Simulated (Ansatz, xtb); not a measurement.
# C5H5ClOS: which of two isomers lies lower

Structure I is `COc1csc(Cl)c1`, a singlet and structure II is `COc1cc(Cl)cs1`, a singlet. Both are isolated molecules in the gas phase, relaxed with B3LYP/def2-SVP; each stands in its lowest conformer found.

Quicker runs give these differences E(II) − E(I): GFN2-xTB −1.95 kcal/mol; HF/STO-3G −3.49 kcal/mol (at GFN2-xTB geometries); r2SCAN-D4/def2-SVP −0.32 kcal/mol (at GFN2-xTB geometries).

Question: Estimate E(II) − E(I) at the level CCSD(T)/def2-SVP + ΔMP2/def2-TZVPP.

Answer: CCSD(T)/def2-SVP + ΔMP2/def2-TZVPP gives E(II) − E(I) = −0.06 kcal/mol, slightly favouring structure II, which is too small a margin to settle the true order.

How the difference moves with the method:

```csv
level,geometry,E(II) − E(I) (kcal/mol),departure from the last row (kcal/mol),"job, with rough time for the two"
GFN2-xTB,GFN2-xTB,−1.95,−1.89,"optimisation, 0.42 s"
HF/STO-3G,GFN2-xTB,−3.49,−3.43,"single point, 2.3 s"
r2SCAN-D4/def2-SVP,GFN2-xTB,−0.32,−0.26,"single point, 11 s"
B3LYP/def2-SVP,B3LYP/def2-SVP,−0.35,−0.29,"optimisation, 2.1 min"
HF/def2-SVP,B3LYP/def2-SVP,−0.95,−0.89,part of the CCSD(T) run
MP2/def2-SVP,B3LYP/def2-SVP,−0.28,−0.23,part of the CCSD(T) run
CCSD(T)/def2-SVP,B3LYP/def2-SVP,−0.39,−0.33,single point
CCSD(T)/def2-SVP + ΔMP2/def2-TZVPP,B3LYP/def2-SVP,−0.06,,"single point, 4.3 min"
```

As drawn, both hold the same kinds of bond in the same numbers.

The largest departure from CCSD(T)/def2-SVP + ΔMP2/def2-TZVPP is that of HF/STO-3G, 3.43 kcal/mol. The last row adds to CCSD(T) the change of the MP2 difference between the two basis sets, here +0.33 kcal/mol.

With thermal terms from frequencies at re-optimised GFN2-xTB minima (ideal gas, soft modes damped towards free rotors, one conformer each, 298.15 K, 1 atm): on the last row, ΔE + ΔZPE = −0.09, ΔH = −0.06, ΔG = −0.23 kcal/mol.

The correlated steps freeze 16 core orbitals. Programs: Ansatz 0.2.0, xtb 6.7.1; the last row on 2 threads of Intel(R) Xeon(R) Processor @ 2.50GHz (Skylake/Cascade Lake) on a shared host.
